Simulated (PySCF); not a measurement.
Species: (OH)3Hf-S-SiH3 (singlet state).
Bonds: Hf1–O2, Hf1–O3, Hf1–O4, Hf1–S5, S5–Si6. Hydrogens: H7 on O2; H8 on O3; H9 on O4; H10, H11, H12 on Si6.

A GFN2-xTB structure was refined with PySCF, PBE0-D3(BJ)/def2-SVP geometry optimisation, gas phase, def2 core potentials past Kr. Its GFN2-xTB values:

```csv
coordinate,GFN2-xTB
Hf1–O2,1.897 Å
Hf1–O3,1.826 Å
Hf1–S5,2.473 Å
O2–H7,0.973 Å
S5–Si6,2.105 Å
Si6–H10,1.503 Å
Hf1–S5–Si6,87.0°
O2–Hf1–O3,101.4°
O2–Hf1–S5,114.8°
O3–Hf1–S5,100.9°
O4–Hf1–S5,104.7°
O2–Hf1–S5–Si6,-70°
```

Q: How do these coordinates change at the PBE0-D3(BJ)/def2-SVP level?

A: 
```csv
coordinate,PBE0-D3(BJ)/def2-SVP (Å or °),change
Hf1–O3,1.919,+0.093
S5–Si6,2.137,+0.032
Hf1–O2,1.919,+0.022
O2–H7,0.954,-0.019
Hf1–S5,2.479,+0.006
Si6–H10,1.499,-0.004
Hf1–S5–Si6,97.6,+10.6
O2–Hf1–O3,110.5,+9.1
O3–Hf1–S5,107.6,+6.7
O2–Hf1–S5,109.3,-5.5
O4–Hf1–S5,105.8,+1.1
O2–Hf1–S5–Si6,-78,-8
```

The energy falls by 1.479 eV over 20 energy and gradient evaluations, the largest force component goes from 0.0752 to 2.0e-04 Eh/bohr, and the atoms move by 0.569 Å rms after alignment. The bond that changes most is Hf1–O3 (ends: hafnium bonded to 3 O and S; oxygen bonded to Hf and H), which lengthens by 0.093 Å. Bonds longer at the end by more than 0.005 Å: 8 of 11; shorter: 2. Among the dihedrals that turn most is Hf1–S5–Si6–H10, from 42° to 31°. Rotational constants go from 2346, 1037, 894.7 to 2227, 874.6, 817.4 MHz.

The run used 140 basis functions and 143 SCF cycles in all.

Not checked by PBE0-D3(BJ)/def2-SVP frequencies.
